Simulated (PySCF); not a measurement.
MSe cations for M along the fifth-period p block

r²SCAN with double-zeta basis sets in PySCF, for the lowest determinant that a PBE0 search found; no spin–orbit coupling. De refers to high-spin ground-configuration atoms (the charge goes to the atom of lower measured ionisation energy or higher electron affinity, which is not always the lowest computed limit). A positive dipole points towards Se; it is taken about the centre of mass and depends on that origin.

| M | basis | charged atom | state (unpaired electrons) | Re (Å) | ωe (cm⁻¹) | De (eV) | μ (D) |
| --- | --- | --- | --- | --- | --- | --- | --- |
| In | def2-SVP | In+ | triplet (π ↑↑) | 3.196 | 100 | 0.69 | -2.14 |
| Sn | def2-SVP | Sn+ | doublet (π ↑) | 2.515 | 261 | 3.13 | -2.78 |
| I | def2-SVP | Se+ | triplet (π ↑↑) | 2.381 | 312 | 3.34 | 0.66 |

The shortest bond is that of SeI⁺ (2.381 Å), the longest that of InSe⁺ (3.196 Å).

The state changes along the series, so neighbouring rows are not always alike in their bonding.

Spin–orbit coupling is left out, which matters for elements this heavy, above all for dissociation energies. For an ion De counts to the pair picked by the measured ionisation energies or electron affinities, which need not be the lowest pair at this level. States were picked by a PBE0 search and need not be the measured ground states.
